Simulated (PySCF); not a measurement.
Si(All)2(Cl)(Me), SMILES [Si](Cl)(CC=C)(CC=C)C at its GFN2-xTB optimised geometry (Å):

```
22

C     -2.6256    -2.4001    -1.2552
C     -1.8366    -1.3957    -1.5898
C     -0.3480    -1.4322    -1.5213
Si     0.3239    -0.4710     0.0000
C      2.2268    -0.4710     0.0000
Cl    -0.3453    -1.4023     1.6824
C     -0.3426     1.3295     0.0000
C      0.2062     2.1139     1.1422
C      1.1229     3.0577     1.0304
H     -2.2266    -3.3429    -0.9189
H     -3.6983    -2.3252    -1.3028
H     -2.2629    -0.4572    -1.9199
H     -0.0098    -2.4669    -1.4629
H      0.0688    -1.0004    -2.4314
H      2.6083     0.1071     0.8363
H      2.6256    -0.0335    -0.9096
H      2.6256    -1.4774     0.0854
H     -1.4312     1.3039     0.0722
H     -0.0837     1.8190    -0.9389
H     -0.1802     1.8435     2.1158
H      1.5032     3.5899     1.8853
H      1.5270     3.3429     0.0725
```

Calculation: PySCF with B3LYP/def2-SVP. Cells within 0.4 Å of a nucleus heavier than hydrogen are left out (blank, or x).

Map of the Laplacian of the electron density (e/bohr⁵), clipped to [-1.50, 1.50] on the plane z = 0.0 Å:

```
|555555555555555555555555555|
|555555555555555555555555555|
|555555555555555555555555555|
|555555555555555555555555555|
|555555555555555555555555555|
|555555555555555532555555555|
|555555555555555544555555555|
|555555555555555555555555555|
|555555555555555555555555555|
|555555555544x45555555555555|
|555555555401xx5555555555555|
|555555555554335555555555555|
|555555555555444555555555555|
|555555555555599645545555555|
|5555555555556xx942xx5555555|
|55555555555559x944x25555555|
|555555555555555555404555555|
|555555555555555555545555555|
|555555555555555555555555555|
|555555555555555555555555555|
|555555555555555555555555555|
|555555555555555555555555555|
|555555555555555555555555555|
|555555555555555555555555555|
|555555555555555555555555555|
|555555555555555555555555555|
|555555555555555555555555555|
```
Scale: ten equal steps from -1.50 (start of '0') to 1.50 (end of '9'), in the order '0123456789'; x runs from -5.50 to 5.50, y from -5.50 (bottom) to 5.50 (top).
